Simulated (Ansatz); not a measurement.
Geometry optimisation, UKS PBE/def2-SVP (Ansatz 0.2.0).

The input (input.yaml):

```yaml
crystal:
  periodic: [false, false, false]
  atoms:
    - { symbol: Al, position_ang: [0.003709, -0.052295, -0.272613] }
    - { symbol: F, position_ang: [-0.068553, 0.029928, 1.408563] }
    - { symbol: O, position_ang: [1.468827, -0.124979, -1.112879] }
    - { symbol: H, position_ang: [2.026181, -0.890292, -1.308326] }
    - { symbol: F, position_ang: [-1.465204, 0.048531, -1.051863] }
    - { symbol: Si, position_ang: [-0.001177, 0.005277, 4.20541] }
    - { symbol: H, position_ang: [-0.789877, -1.186552, 4.683919] }
    - { symbol: H, position_ang: [1.409661, -0.061582, 4.733014] }
    - { symbol: H, position_ang: [-0.664168, 1.280063, 4.657076] }
magnetization:
  spin_polarized: true
  initial_magnetization: 1
basis:
  gaussian: { orbitals: def2-SVP }
hamiltonian:
  xc: pbe
relax:
  f_tol: 0.03
  max_steps: 50
```

Launched with:

```bash
$ ansatz run input.yaml --threads 4 --pin off --max-ram 5120MiB --backend cpu --events-out ev --progress --plain --runs-dir out
```

Task: Where does it end, and by what steps?

Result: The forces met the threshold. The force dipped under the threshold on the way, but the program's further checks kept it going. After 38 steps the energy has fallen by 0.722 eV; F2 moved furthest, 2.24 Å. Joined: Al1–Si6 (4.48 → 2.66 Å).

| step | energy less start (eV) | largest force component (eV/Å) | accepted |
| --- | --- | --- | --- |
| 0 | 0.0000 | 0.412 | yes |
| 2 | -0.0477 | 0.218 | yes |
| 4 | -0.0861 | 0.506 | yes |
| 6 | -0.1661 | 0.404 | yes |
| 8 | -0.1947 | 0.301 | yes |
| 10 | -0.2142 | 0.112 | yes |
| 12 | -0.2173 | 0.075 | yes |
| 14 | -0.2201 | 0.101 | yes |
| 16 | -0.2256 | 0.240 | yes |
| 18 | -0.2404 | 0.492 | yes |
| 20 | -0.2909 | 0.180 | yes |
| 22 | -0.3817 | 0.284 | yes |
| 24 | -0.4901 | 0.241 | yes |
| 26 | -0.5476 | 0.208 | yes |
| 28 | -0.5891 | 0.249 | yes |
| 30 | -0.6466 | 0.251 | yes |
| 32 | -0.7012 | 0.255 | yes |
| 34 | -0.7176 | 0.116 | yes |
| 36 | -0.7210 | 0.072 | yes |
| 38 | -0.7217 | 0.016 | yes |

```xyz
9
Properties=species:S:1:pos:R:3
Al -0.328 -0.012 0.508
F -1.378 -1.262 0.127
O 1.381 -0.377 0.725
H 1.631 -1.316 0.811
F -0.700 1.548 0.035
Si 0.266 0.094 3.102
H 0.863 -1.212 3.533
H 1.212 1.244 3.257
H -1.027 0.342 3.843
```

Whether the end is a true minimum wasn't checked by a vibrational analysis.

The run took 52 s on 4 threads of Arm Neoverse V2, with other jobs on the host, peak memory 0.18 GiB.
